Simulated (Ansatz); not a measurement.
System: AlI$_{2}$ (charge 0, doublet). It need not be the lowest isomer of its formula. 
Structure (B3LYP-D3(BJ)/def2-TZVP (Ansatz, a program for electronic structure) minimum search):
SMILES: [Al]([I])[I]
```xyz
3

Al     1.0265     0.3329     0.3098
I     -0.2746     1.6652    -1.3782
I      0.0228    -1.7469     1.3022
```
Charge 0, spin multiplicity 2.

Computed values are from Ansatz. Valence correlation only, unless marked. UHF or UKS for open shells. Spin-orbit coupling is left out. Frozen are the shells of the preceding noble gas and the d and f shells that filled before the atom's block. Past Kr the def2 sets carry scalar-relativistic core potentials. Basis-set limits of correlation are two-point, X^-3; Hartree-Fock from the larger set. [CCSD(T)-MP2]/basis is that difference in the basis named.

atomisation energy De: 137.0 kcal/mol at RI-MP2/CBS(def2-TZVPPD,def2-QZVPPD)+[CCSD(T)-MP2]/def2-TZVPPD
vertical ionisation energy (to the singlet): 8.06 eV at RI-MP2/CBS(def2-TZVPPD,def2-QZVPPD)+[CCSD(T)-MP2]/def2-TZVPPD
total energy: -835.8053 Eh at RI-MP2/CBS(def2-TZVPPD,def2-QZVPPD)+[CCSD(T)-MP2]/def2-TZVPPD
dipole moment: 1.06 D at CCSD(T)/def2-SVPD
T1 diagnostic: 0.017 at CCSD/def2-TZVPPD
